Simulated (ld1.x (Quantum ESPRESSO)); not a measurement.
## Before and after: TM potential for lead (Pb)

```json
{
  "Element": "Pb (Z = 82)",
  "Generator": "ld1.x (Quantum ESPRESSO) 7.5",
  "Type": "norm-conserving Troullier–Martins (Kleinman–Bylander form)",
  "Functional": "PBEsol",
  "Relativity": "scalar-relativistic",
  "Frozen core": "[Xe] 4f14 5d10",
  "Valence charge": "4",
  "Reference configuration": "6s1.75 6p2.25",
  "Partial waves": "6s (bound): rc 1.95 bohr; 6d channel at 0.15 Ry: rc 2.10 bohr; 6p (bound): rc 2.20 bohr",
  "Local potential": "the p channel",
  "Core correction": "a·sin(br)/r model core, default radius (core density twice the valence density)"
}
```

All-electron outer shells of the reference configuration (PBEsol, scalar-relativistic, ld1.x):

```json
{"shell": "5p", "level (eV)": "-86.28", "outermost node (bohr)": "0.49", "outermost maximum (bohr)": "0.88"}
{"shell": "5d", "level (eV)": "-21.60", "outermost node (bohr)": "0.52", "outermost maximum (bohr)": "1.07"}
{"shell": "6s", "level (eV)": "-12.39", "outermost node (bohr)": "1.01", "outermost maximum (bohr)": "1.95"}
{"shell": "6p", "level (eV)": "-3.71", "outermost node (bohr)": "1.18", "outermost maximum (bohr)": "2.63"}
```

Change: wave 6p (bound): rc 2.20 bohr becomes 6p (bound): rc 3.32 bohr.

Cutoffs: the cutoffs (Ry, on a coarse ladder) from which the occupation-weighted sum of valence levels, in a spherical-Bessel basis at the reference potential, stays within 10 and 1 mRy of its value at 400 Ry; they do not see the model core or the augmentation charge, which bear on the density cutoff. Errors are all-electron minus pseudo energies relative to the spin-unpolarised reference configuration.

Q: Predict the effect on cutoff, ghosts and configuration errors.

A: The potential gets softer (21 Ry and 35 Ry → 21 Ry and 30 Ry); both files keep a bound ghost (d); of the 7 tests that both files solve, the error grows in 0 and shrinks in 4 by more than 15 % and 0.3 meV (median size 60.5 → 47.4 meV). A larger radius leaves more room for a smooth pseudo-wave, so fewer plane waves are needed. That the errors move this way runs against the usual rule that smaller radii transfer better.

| quantity | base | changed |
| --- | --- | --- |
| cutoff, loose | 21 Ry | 21 Ry |
| cutoff, tight | 35 Ry | 30 Ry |
| loose cutoff by channel (10 mRy a level) | s 18 Ry, p 6 Ry | s 12 Ry, p 6 Ry |
| bound ghosts | d | d |
| error for 6s2 6p2, meV [ΔE -2.16 eV] | -1.7 | -0.8 |
| error for 6s2 6p1, meV [ΔE 4.44 eV] | -11 | -10 |
| error for 6s2 6p0, meV [ΔE 17.89 eV] | -101 | -112 |
| error for 6s1 6p0, meV [ΔE 50.37 eV] | -568 | -607 |
| error for 6s0 6p4, meV [ΔE 15.75 eV] | -107 | -63 |
| error for 6s1 6p2, meV [ΔE 14.02 eV] | -61 | -47 |
| error for 6s1 6p3, meV [ΔE 6.61 eV] | -21 | -13 |

 A true bound ghost makes a file unfit for plane-wave use even where its test errors are small: the radial tests pick states by their node count and pass the ghost by.
